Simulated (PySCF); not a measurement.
# One molecule, several mistakes: BH6NSi

These are calculations, not measurements. The program is PySCF 2.14.0, an open-source quantum chemistry code, run on an isolated molecule that a program drew, which may never have been made. The molecule is BH6NSi (charge 0, singlet), drawn as the SMILES string `NB[SiH3]`.

Each row is a Hartree-Fock (HF) and frozen-core CCSD(T) single point in the cc-pV(D+d)Z basis, meant for a local HF minimum. Run 1 is clean. Each other run has one planted mistake out of seven kinds, and not every kind appears here: one electron removed, one electron added, multiplicity raised by two, geometry at a saddle point, minimal basis STO-3G, one bond length entered in bohr, all coordinates scaled. The reference is restricted for singlets and unrestricted otherwise, and also for a bond in bohr. Adding or removing an electron swaps singlet and doublet. Electrons count all cores. HOMO and LUMO are orbital energies over both spins, the gradient is its largest component, and the lowest frequency (negative if imaginary) is given only where the gradient is small. Bond lengths are over the 8 bonds as drawn. T1 is the CCSD diagnostic: over 0.02 (restricted) or 0.045 (unrestricted) a single reference is doubtful.

Geometry of the clean run:
```xyz
9
BH6NSi, angstrom
N     1.1556    0.0854   -0.9052
B     0.5065   -1.1416   -0.9237
Si   -1.4702   -1.3036   -1.4165
H     0.7102    0.9522   -1.1253
H     2.1216    0.1852   -0.6676
H     1.1527   -2.1170   -0.6379
H    -2.0805    0.0218   -1.7180
H    -2.2504   -1.9147   -0.3077
H    -1.6532   -2.1642   -2.6155
```

```
run  electrons  basis functions  <S^2>  HOMO (eV)  LUMO (eV)  gradient (hartree/bohr)  lowest frequency (cm^-1)  mean bond (Å)  longest bond (Å)      T1  HF (hartree)  CCSD(T) (hartree)                     mistake
  1         32               81  0.000     -10.71       3.25                  2.0e-05                       104         1.3875             2.044  0.0147    -371.59484         -372.01869                    no fault
  2         33               81  0.759       1.64       9.47                  7.0e-02                         -         1.3875             2.044  0.0141    -371.50309         -371.94213          one electron added
  3         31               81  0.764     -17.90      -8.12                  1.1e-01                         -         1.3875             2.044  0.0194    -371.24959         -371.65291        one electron removed
  4         32               81  2.010      -5.29      -1.18                  5.4e-02                         -         1.3875             2.044  0.0199    -371.40889         -371.81946  multiplicity raised by two
  5         32               81  0.000     -10.58       2.87                  5.0e-02                         -         1.4735             2.170  0.0169    -371.56837         -371.99980                           ?
```

**Which mistake was planted in run 5, and what did it cost?**

The mean and the longest bond both change by the same factor, 1.062, and the gradient is no longer small. So the mistake is: all coordinates scaled. Subtracting run 1 and multiplying by 627.51 kcal/mol a hartree, the energy moved by 16.6 kcal/mol in HF and 11.9 kcal/mol in CCSD(T).

Cautions from the logs. Run 2: the HOMO is above zero, so the electron isn't bound and the energy depends on the basis.
